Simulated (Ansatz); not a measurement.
Reaction (formal exchange of groups at a C–C bond): `BN(CC)[SiH2]Cl` + `[CH3][SbH2]` → `C[CH2][SbH2]` + `BN(C)[SiH2]Cl`

Gas-phase electronic energies from Ansatz, PBE0-D4/def2-TZVP geometries. CCSD(T)/CBS is the MP2 limit (def2-TZVPP, def2-QZVPP) plus CCSD(T) − MP2 in def2-TZVPP, frozen cores. Elements past krypton have def2 core potentials. For Sb outer-core shells are correlated without core-valence functions, which leaves a few kJ/mol of doubt a bond. Each species was taken in one conformer, which may not be the lowest.

`BN(CC)[SiH2]Cl`:

Z-matrix (Å, degrees):
```
C
N 1 1.469
C 1 1.516 2 112.3
H 1 1.092 2 108.0 3 121.7
H 1 1.095 2 109.2 3 -122.7
B 2 1.400 1 121.2 3 -91.6
Si 2 1.734 1 117.6 3 89.6
H 3 1.092 1 111.3 2 -59.5
H 3 1.092 1 110.5 2 -179.5
H 3 1.092 1 110.4 2 60.6
H 6 1.197 2 119.3 1 179.6
H 6 1.199 2 119.2 1 -0.4
Cl 7 2.058 2 110.1 1 69.2
H 7 1.481 2 110.2 1 -46.8
H 7 1.474 2 109.5 1 -171.3
```

`[CH3][SbH2]`:

Z-matrix (Å, degrees):
```
C
Sb 1 2.162
H 1 1.088 2 111.0
H 1 1.090 2 108.7 3 120.8
H 1 1.090 2 108.7 3 -120.8
H 2 1.711 1 94.2 3 -45.5
H 2 1.711 1 94.2 3 46.1
```

`C[CH2][SbH2]`:

Z-matrix (Å, degrees):
```
C
C 1 1.516
H 1 1.092 2 111.4
H 1 1.095 2 111.2 3 120.1
H 1 1.092 2 111.4 3 -119.8
Sb 2 2.169 1 115.3 3 59.9
H 2 1.093 1 111.5 3 -179.6
H 2 1.093 1 111.5 3 -60.6
H 6 1.712 2 93.6 1 -45.6
H 6 1.712 2 93.6 1 45.8
```

`BN(C)[SiH2]Cl`:

Z-matrix (Å, degrees):
```
C
N 1 1.461
H 1 1.093 2 110.9
H 1 1.090 2 109.5 3 -119.9
H 1 1.094 2 111.0 3 120.1
Si 2 1.736 1 117.0 3 -63.6
B 2 1.399 1 122.0 3 116.2
Cl 6 2.058 2 109.9 1 63.6
H 6 1.473 2 109.7 1 -176.8
H 6 1.481 2 109.5 1 -52.3
H 7 1.198 2 119.3 1 1.4
H 7 1.197 2 119.1 1 -178.9
```

```json
{"species": "`BN(CC)[SiH2]Cl`", "MP2/CBS(def2) energy (Eh)": "-909.87024"}
{"species": "`[CH3][SbH2]`", "MP2/CBS(def2) energy (Eh)": "-281.01947"}
{"species": "`C[CH2][SbH2]`", "MP2/CBS(def2) energy (Eh)": "-320.26136"}
{"species": "`BN(C)[SiH2]Cl`", "MP2/CBS(def2) energy (Eh)": "-870.62412"}
```

(1) Work out ΔE.

Largest T1 diagnostic among the species: 0.013.

Answers

(1) ΔE = (-320.26136) + (-870.62412) − (-909.87024) − (-281.01947) = 0.00423 Eh = +0.12 eV. CCSD(T)/CBS gives +0.13 eV.
